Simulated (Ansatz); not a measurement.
Relaxation of C$_{2}$H$_{10}$SiSn (14 atoms, charge 0, multiplicity 1), to a largest force component of 0.02 eV/Å in at most 40 steps.

The calculation used RKS B3LYP-D4/def2-SVP in Ansatz 0.2.0.

```xyz
14
Properties=species:S:1:pos:R:3:forces:R:3
C -0.272 1.894 0.187 -2.28 2.05 -1.27
Si -1.290 0.342 0.071 0.63 -0.25 0.62
C -0.331 -0.945 -0.862 0.82 -0.10 1.14
Sn 1.529 -1.446 0.271 -1.31 -0.28 0.41
H -0.056 2.272 -0.865 0.07 -0.34 1.05
H 0.608 1.791 0.759 1.54 -0.14 0.77
H -0.912 2.715 0.680 0.80 -0.91 -0.53
H -2.504 0.609 -0.656 -1.04 0.29 -0.36
H -1.584 -0.122 1.469 -0.13 -0.05 -0.16
H -0.918 -1.853 -0.961 -0.12 -0.48 -0.29
H -0.012 -0.549 -1.820 0.05 0.02 -0.63
H 1.000 -1.957 1.898 0.32 0.22 -0.65
H 2.453 -0.032 0.372 0.34 0.18 0.03
H 2.277 -2.747 -0.515 0.32 -0.21 -0.11
```

Q: Where does it end, and by what steps?

A: The forces met the threshold. After 6 steps the energy has fallen by 0.289 eV; H13 moved furthest, 0.21 Å.

```tsv
step	energy less start (eV)	largest force component (eV/Å)	accepted
0	0.0000	2.283	yes
1	-0.2201	0.692	yes
2	-0.2801	0.234	yes
3	-0.2867	0.055	yes
4	-0.2881	0.027	yes
5	-0.2889	0.033	yes
6	-0.2892	0.018	yes
```

```xyz
14
Properties=species:S:1:pos:R:3
C -0.354 2.003 0.190
Si -1.321 0.388 0.054
C -0.293 -0.954 -0.780
Sn 1.532 -1.519 0.265
H -0.043 2.358 -0.807
H 0.555 1.874 0.799
H -0.966 2.792 0.656
H -2.578 0.627 -0.724
H -1.718 -0.076 1.420
H -0.891 -1.874 -0.889
H 0.000 -0.636 -1.794
H 1.147 -2.030 1.862
H 2.608 -0.177 0.351
H 2.309 -2.806 -0.574
```

Time of the run: 43 s on 2 threads of Arm Neoverse N1, on a shared host, peak memory 0.28 GiB.
